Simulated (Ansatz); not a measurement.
`[OH][SnH]([F])[Br]` + HBr → `[F][SnH]([Br])[Br]` + H₂O at 298.15 K and 1 bar (ligand exchange at the Sn–O bond).

Computed with Ansatz on PBE0-D4/def2-TZVP structures; ΔE is electronic, products minus reactants. CCSD(T)/CBS is the MP2 limit (def2-TZVPP, def2-QZVPP) plus CCSD(T) − MP2 in def2-TZVPP, frozen cores. This one scheme is used for every species. def2 core potentials past Kr. For Br, Sn outer-core shells are correlated without core-valence functions, which leaves a few kJ/mol of doubt a bond. Scalar relativity is left out up to krypton. One conformer a species, not always the lowest.

```
             species  CCSD(T)/CBS energy (Eh)  H − E (kJ/mol)  S (J/(mol·K))
`[OH][SnH]([F])[Br]`              -2963.61162            79.7          355.7
                 HBr              -2573.91920            24.6          198.6
`[F][SnH]([Br])[Br]`              -5461.18012            46.9          366.7
                 H₂O                -76.37941            66.4          188.7
```

H − E and S are ideal-gas, rigid-rotor, harmonic terms from PBE0-D4/def2-TZVP, for one conformer and one mirror image of each species. 1 Eh = 2625.50 kJ/mol, R = 8.31446 J/(mol·K).

**Question.** By hand: ΔE, ΔH, ΔS and ΔG.

**Answer.** ΔE = (-5461.18012) + (-76.37941) − (-2963.61162) − (-2573.91920) = -0.02871 Eh = -75.4 kJ/mol. Δ(H − E) = 46.9 + 66.4 − 79.7 − 24.6 = 9.0, so ΔH = -66.4 kJ/mol. ΔS = 366.7 + 188.7 − 355.7 − 198.6 = 1.1 J/(mol·K). ΔG = -66.4 − 298.15 × (1.1)/1000 = -66.7 kJ/mol.

**Question.** By hand: the equilibrium constant, and the temperature at which ΔG would vanish if ΔH and ΔS stayed fixed.

**Answer.** log₁₀ K = −ΔG/(RT ln 10) = 11.7. ΔH and −TΔS have one sign here, so there is no such temperature. One of them is within its doubt of zero, so this could turn.

The number of gas molecules stays the same, so ΔS is small and ΔH decides. A doubt of 5 kJ/mol in ΔE shifts log₁₀ K by 0.9 here. Other conformers and mirror images would add mixing entropy, several J/(mol·K) or more a flexible species. These are equilibria of isolated gas molecules and say nothing of rates. Largest T1 diagnostic: 0.012 (customary marks: 0.02 for closed shells, 0.045 for open ones).
